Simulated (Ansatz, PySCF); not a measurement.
This Ansatz (a program for electronic structure) input computes a r2SCAN/def2-TZVPD energy:

Ansatz 0.2 input:
```yaml
crystal:
  periodic: [false, false, false]
  atoms:
    - {symbol: C, position_ang: [-1.85426733, 0.16959933, 0.15915329]}
    - {symbol: C, position_ang: [-0.42817483, -0.14043422, -0.20349939]}
    - {symbol: O, position_ang: [-0.07230831, -0.83387966, -1.12113626]}
    - {symbol: O, position_ang: [0.42913392, 0.46702689, 0.64298674]}
    - {symbol: C, position_ang: [1.82311297, 0.23895862, 0.38704490]}
    - {symbol: H, position_ang: [-2.52230582, -0.33652117, -0.53162408]}
    - {symbol: H, position_ang: [-2.02171473, 1.24668551, 0.11879386]}
    - {symbol: H, position_ang: [-2.05722758, -0.15398592, 1.18076024]}
    - {symbol: H, position_ang: [2.09237989, 0.59834537, -0.60548024]}
    - {symbol: H, position_ang: [2.35607642, 0.79512628, 1.15308032]}
    - {symbol: H, position_ang: [2.05416205, -0.82357041, 0.45347323]}
basis:
  gaussian:
    orbitals: def2-TZVPD
hamiltonian:
  xc: {name: r2SCAN}
output: {forces: true}
```

Task: Write an input for the same energy in PySCF and say what it gives.

Result: 
```python
from pyscf import gto, scf, dft

mol = gto.M(
    atom='''
    C    -1.85426733    0.16959933    0.15915329
    C    -0.42817483   -0.14043422   -0.20349939
    O    -0.07230831   -0.83387966   -1.12113626
    O     0.42913392    0.46702689    0.64298674
    C     1.82311297    0.23895862    0.38704490
    H    -2.52230582   -0.33652117   -0.53162408
    H    -2.02171473    1.24668551    0.11879386
    H    -2.05722758   -0.15398592    1.18076024
    H     2.09237989    0.59834537   -0.60548024
    H     2.35607642    0.79512628    1.15308032
    H     2.05416205   -0.82357041    0.45347323
    ''',
    basis='def2-tzvpd',
    charge=0,
    spin=0,
    verbose=4,
)

mf = dft.RKS(mol, xc='r2scan').density_fit(auxbasis='def2-universal-jkfit')
mf.grids.level = 4
mf.conv_tol = 1e-9
mf.max_cycle = 100
mf.max_memory = 1500
mf.kernel()
if not mf.converged:
    mf = mf.newton()
    mf.kernel(mf.make_rdm1())
mf.analyze()
```
It gives -268.35435 Eh, and Ansatz -268.35423 Eh, a difference of 0.12 mEh, from the treatment of integrals and grids.
